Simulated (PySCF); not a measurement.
HO₂, SMILES [O]O, multiplicity 2. Coordinates come from a B3LYP-D3(BJ)/def2-TZVPD optimisation. The isomer is the one that the SMILES or the coordinates give; other isomers of the formula were not compared.

The numbers are results of PySCF 2.14.0 with B3LYP-D3(BJ)/def2-TZVPD, not measurements.

Harmonic wavenumbers (cm⁻¹): 1162, 1431, 3574. Rotational constants (GHz): 619.4, 33.82, 32.07; symmetry number 1.

**Question.** Work out the zero-point energy and the ideal-gas rigid-rotor harmonic-oscillator thermochemistry at 298.15 K and 1 atm.

**Answer.** ZPE = ½ Σ hcν = ½ × 6167 cm⁻¹ = 8.82 kcal/mol. H − E(el) = 11.20 kcal/mol. Entropy in cal/(mol K): translation 36.41, rotation 16.82, vibration 0.06, spin 1.38, total 54.68. G − E(el) = -5.10 kcal/mol. Cp = 8.27 cal/(mol K).
